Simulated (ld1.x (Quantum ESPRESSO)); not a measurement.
# Logarithmic derivatives: thulium (Tm), TM

ld1.x (Quantum ESPRESSO) 7.5 input, shortened:

```
&input
   title='Tm', zed=69., rel=0, dft='PBE', iswitch=3,
   config='[Xe] 4f13 5d0 6s1 6p0'
 /
 &inputp
   pseudotype=2, tm=.true., lloc=1,
   nlcc=.false.
 /
4
6S  1  0   1.00   0.00  3.55  3.55  0.0
5D  3  2   0.00   0.00  1.85  1.85  0.0
4F  4  3  13.00   0.00  0.55  0.55  0.0
5P  2  1   6.00   0.00  1.60  1.60  0.0
 &test
   configts(1)='4f13 5p6 5d0 6s1 6p0'
 /
```

The phase is arctan(r·u′/u) with u = r·R(r), unwrapped; energies in Ry, scanned from -4 to 5 Ry. A pole is an energy at which the radial function vanishes at the test radius. The pseudo phase is shifted by a multiple of π to meet the all-electron one at the reference energy, and phase errors are pseudo minus all-electron; the curves can meet again beyond the range given. Levels narrower than the energy grid can be missing from the lists of poles.

| channel | radius (bohr) | reference energy (Ry) | poles, all-electron | poles, pseudo | unbroken range about the reference energy with phases within 0.05 rad | phase error 1 Ry above the reference energy (rad) |
| --- | --- | --- | --- | --- | --- | --- |
| s | 3.85 | -0.62 | -3.74, 0.27, 4.43 | -1.12, 0.30, 3.92 | -1.0 to 1.9 | +0.007 |
| p | 3.85 | -2.36 | -2.34, 0.94 | -2.34, 0.92 | below 2.4 | -0.000 |
| d | 3.85 | -0.53 | -0.31, 2.40 | -0.31, 2.40 | the whole range | -0.000 |
| f | 3.85 | -1.02 | 1.57, 4.80 | 1.61 | below 2.5 | +0.002 |

A Bessel basis up to 400 Ry misses an occupied level by 0.90 Ry, so cutoffs were not judged. Note: ghost state, extra bound levels that the all-electron valence spectrum of the same l lacks: s at -15.4 eV (other channels not judged).

Phases in the p channel:

```
E (Ry)  all-electron  pseudo
 -4.00         1.426   1.426
 -3.76         1.420   1.420
 -3.52         1.413   1.413
 -3.28         1.405   1.405
 -3.04         1.395   1.395
 -2.80         1.382   1.382
 -2.56         1.356   1.356
 -2.32        -1.666  -1.666
 -2.08        -1.770  -1.770
 -1.84        -1.798  -1.799
 -1.60        -1.829  -1.829
 -1.36        -1.868  -1.868
 -1.12        -1.926  -1.926
 -0.88        -2.023  -2.024
 -0.64        -2.222  -2.225
 -0.40        -2.761  -2.775
 -0.16        -3.804  -3.823
  0.08        -4.324  -4.333
  0.32        -4.520  -4.526
  0.56        -4.620  -4.625
  0.80        -4.683  -4.688
  1.04        -4.730  -4.735
  1.28        -4.771  -4.776
  1.52        -4.811  -4.818
  1.76        -4.855  -4.865
  2.00        -4.912  -4.929
  2.24        -5.000  -5.032
  2.48        -5.167  -5.248
  2.72        -5.617  -5.903
  2.96        -6.731  -7.029
  3.20        -7.354  -7.454
  3.44        -7.564  -7.611
  3.68        -7.662  -7.691
  3.92        -7.719  -7.740
  4.16        -7.758  -7.774
  4.40        -7.786  -7.801
  4.64        -7.809  -7.822
  4.88        -7.828  -7.840
```
